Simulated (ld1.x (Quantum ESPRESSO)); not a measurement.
What one change does to a pseudopotential (V, TM semilocal)

ld1.x (Quantum ESPRESSO) 7.5 input, shortened:

```
&input
   title='V', zed=23., rel=1, dft='WC', iswitch=3,
   config='[Ar] 3d4 4s1 4p0'
 /
 &inputp
   pseudotype=1, tm=.true., lloc=2,
   nlcc=.true., new_core_ps=.true., rcore=1.40
 /
3
4S  1  0   1.00   0.00  2.10  2.10  0.0
4P  2  1   0.00   0.00  3.75  3.75  0.0
3D  3  2   4.00   0.00  1.40  1.40  0.0
 &test
   configts(1)='3d4 4s1 4p0'
 /
```

Change: wave 4s (bound): rc 2.10 bohr becomes 4s (bound): rc 2.50 bohr.

Cutoffs: the cutoffs (Ry, on a coarse ladder) from which the occupation-weighted sum of valence levels, in a spherical-Bessel basis at the reference potential, stays within 10 and 1 mRy of its value at 400 Ry; they do not see the model core or the augmentation charge, which bear on the density cutoff. Errors are all-electron minus pseudo energies relative to the spin-unpolarised reference configuration.

How do hardness, ghosts and transferability respond?

The potential gets neither clearly harder nor softer (100 Ry and 110 Ry → 100 Ry and 110 Ry); of the 7 tests that both files solve, the error grows in 4 and shrinks in 0 by more than 15 % and 0.3 meV (median size 107.6 → 101.4 meV); neither file shows a bound ghost. More of the atom is replaced by a form fitted at one configuration, so other configurations suffer. A semilocal file is local in each channel, so a ghost entry of none says nothing of the separable form that plane-wave codes build from it.

```tsv
quantity	base	changed
cutoff, loose	100 Ry	100 Ry
cutoff, tight	110 Ry	110 Ry
bound ghosts	none	none
error for 3d3 4s2 4p0, meV [ΔE -0.58 eV]	-117	-143
error for 3d3 4s1 4p0, meV [ΔE 7.18 eV]	-78	-94
error for 3d3 4s0 4p0, meV [ΔE 21.33 eV]	-108	-99
error for 3d3 4s0 4p1, meV [ΔE 11.31 eV]	-112	-101
error for 3d4 4s0 4p0, meV [ΔE 6.55 eV]	-22	-27
error for 3d3 4s1.5 4p0, meV [ΔE 2.52 eV]	-96	-117
error for 3d3 4s0 4p2, meV [ΔE 6.33 eV]	-146	-135
s: phases at 4.04 bohr within 0.05 rad from the reference energy up to (Ry; the scan ends near 5)	0.9	1.0
p: phases at 4.04 bohr within 0.05 rad from the reference energy up to (Ry; the scan ends near 5)	1.3	1.3
d: phases at 4.04 bohr within 0.05 rad from the reference energy up to (Ry; the scan ends near 5)	2.7	2.7
```
